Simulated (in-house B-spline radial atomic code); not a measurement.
# Solving the quasi-particle equation for 6s up of the rhenium ion Re⁺

Configuration [Xe] 4f14 5d5 6s1, highest spin, start Hartree-Fock; correlation leaves out the 12 deepest shells. Computed with an all-electron radial atomic-structure program (B-spline basis): all electrons, scalar-relativistic (spin-free one-electron X2C), finite nucleus, each spin shell either full or empty, empty states to l = 9 with an (l + 1/2)⁻⁴ tail; G0W0 by contour deformation at full frequency.

RPA overbinds a lone outer s electron by self-correlation, and G0W0 tends to as well.

At the mean-field level ε = -16.044 eV the matrix elements are Σx = -13.825 eV, v_xc = -13.825 eV and Σc(ε) = -0.96 eV, and the slope of the correlation self-energy is dΣc/dω = -0.0331. The quasi-particle energy solves E = ε + Σx − v_xc + Σc(E).

Problem. What does the linearised equation give?

Solution. Z = 1/(1 − dΣc/dω) = 1/1.0331 = 0.9680. The first-order shift is Σx − v_xc + Σc(ε) = -13.825 − (-13.825) + (-0.96) = -0.960 eV, so E ≈ ε + Z × shift = -16.044 + 0.9680 × (-0.960) = -16.973 eV.

Problem. How does that compare with the full solution and with static screening?

Solution. Solving the equation at full frequency dependence gives E = -16.974 eV, where Σc = -0.930 eV and the weight is 0.968; the linearised value is off by 1 meV. Leaving Z out would give -17.004 eV. Static COHSEX puts -1.895 eV in place of Σc and gives -17.939 eV, 0.97 eV deeper.
